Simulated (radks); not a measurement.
Values are calculated unless marked as measured or tabulated.
All-electron atom: Te I in [Kr] 4d10 5s2 5p4 (the NIST ground configuration).

Level of theory: Dirac Kohn-Sham, BLYP, spin-unpolarised, spherical densities, finite nucleus; open shells are shared between the two j in proportion to 2j + 1; Fermi nuclear charge, rms radius 4.7423 fm (a radial shooting solver on a logarithmic mesh with Libxc functionals).

Energy parts (hartree):
total: -6797.25097
kinetic: 7188.36359
electron-nucleus: -16511.16621
Hartree: 2702.26230
exchange-correlation: -176.71064

Orbitals (lengths in bohr, moments of r in powers of bohr; r(max) is where P^2 peaks):
1s1/2: occ. 2; eigenvalue (hartree) -1161.612; <r> 0.02781; <r^4> 2.871e-06; r(max) 0.01793
2s1/2: occ. 2; eigenvalue (hartree) -178.0733; <r> 0.1194; <r^4> 0.0004915; r(max) 0.1015
2p1/2: occ. 2; eigenvalue (hartree) -166.8614; <r> 0.1008; <r^4> 0.0003147; r(max) 0.07793
2p3/2: occ. 4; eigenvalue (hartree) -156.7695; <r> 0.1064; <r^4> 0.0003751; r(max) 0.08264
3s1/2: occ. 2; eigenvalue (hartree) -35.42349; <r> 0.3219; <r^4> 0.02144; r(max) 0.2928
3p1/2: occ. 2; eigenvalue (hartree) -30.81161; <r> 0.3123; <r^4> 0.02056; r(max) 0.2792
3p3/2: occ. 4; eigenvalue (hartree) -28.93120; <r> 0.3237; <r^4> 0.02355; r(max) 0.2898
3d3/2: occ. 4; eigenvalue (hartree) -20.78907; <r> 0.2947; <r^4> 0.01948; r(max) 0.2360
3d5/2: occ. 6; eigenvalue (hartree) -20.39579; <r> 0.2983; <r^4> 0.02033; r(max) 0.2390
4s1/2: occ. 2; eigenvalue (hartree) -6.02384; <r> 0.7645; <r^4> 0.6465; r(max) 0.7011
4p1/2: occ. 2; eigenvalue (hartree) -4.43864; <r> 0.8015; <r^4> 0.8242; r(max) 0.7213
4p3/2: occ. 4; eigenvalue (hartree) -4.08056; <r> 0.8303; <r^4> 0.9508; r(max) 0.7458
4d3/2: occ. 4; eigenvalue (hartree) -1.55296; <r> 0.9656; <r^4> 2.117; r(max) 0.8057
4d5/2: occ. 6; eigenvalue (hartree) -1.49897; <r> 0.9780; <r^4> 2.233; r(max) 0.8146
5s1/2: occ. 2; eigenvalue (hartree) -0.55036; <r> 2.081; <r^4> 38.30; r(max) 1.788
5p1/2: occ. 1.33333; eigenvalue (hartree) -0.23329; <r> 2.591; <r^4> 106.2; r(max) 2.096
5p3/2: occ. 2.66667; eigenvalue (hartree) -0.20390; <r> 2.729; <r^4> 132.5; r(max) 2.194

The highest occupied level is 5p3/2 at -5.548 eV. Summed over all electrons, <r^2> = 62.58 bohr^2, which gives a Langevin (diamagnetic) susceptibility term of -49.6 x 10^-6 cm^3/mol. The electron density at the nucleus is 2.28e+05 e/bohr^3. The density falls to 0.001 e/bohr^3 at r = 4.64 bohr. For comparison, the ionisation energy in NIST's Atomic Spectra Database is 9.010 eV (measured). In exact Kohn-Sham theory the highest level is minus the ionisation energy, but local and semilocal functionals leave it too shallow, through self-interaction and a potential that decays too fast; potentials with the right tail come closer.

Run on one thread of a shared host, so times are rough (Arm Neoverse V2): 0.13 s of CPU time, 0.13 s wall, 14 iterations on 2437 mesh points.

Beside tabulated values, note that spin-unpolarised runs miss the spin-polarisation part of the exchange energy of open shells.
